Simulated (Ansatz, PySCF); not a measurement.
Dimer: digermane (SMILES [GeH3][GeH3]) (first 8 atoms) with CH4 (SMILES C); geometry from B3LYP-D3(BJ)/def2-TZVP.
(charge 0, multiplicity 1):
```xyz
13

Ge    -0.18822    -1.40851     0.65349
Ge    -0.36986     0.98919     0.25952
H      0.16948    -2.13197    -0.65749
H     -1.52507    -1.97020     1.16954
H      0.90449    -1.71286     1.69104
H      1.02862     1.61726     0.12085
H     -1.10313     1.68200     1.42010
H     -1.15310     1.25490    -1.03894
C      0.44749     0.33525     4.17593
H     -0.56936     0.23864     3.79825
H      0.85975    -0.65412     4.36725
H      1.06243     0.84730     3.43713
H      0.43640     0.91184     5.09976
```

Counterpoise-corrected where a basis set is named; no monomer relaxation.

Rows in 6-31G* carry no dispersion term and start afresh at each structure (6-31G* with six Cartesian d functions); the Pople sets are all-electron and without relativity.

The values were computed with Ansatz (Gaussian orbitals); PySCF for 6-31G* rows, the dispersion terms. Each number belongs to the level named beside it.

One of these levels gives -5.4 kJ/mol for the interaction energy. Which?
(A) BLYP-D4/def2-TZVPPD
(B) HF/6-31G*
(C) PBE-D4/def2-TZVPPD

C, PBE-D4/def2-TZVPPD. The others give 4.5 (HF/6-31G*), -4.0 (BLYP-D4/def2-TZVPPD)

Ansatz is a first-principles code.
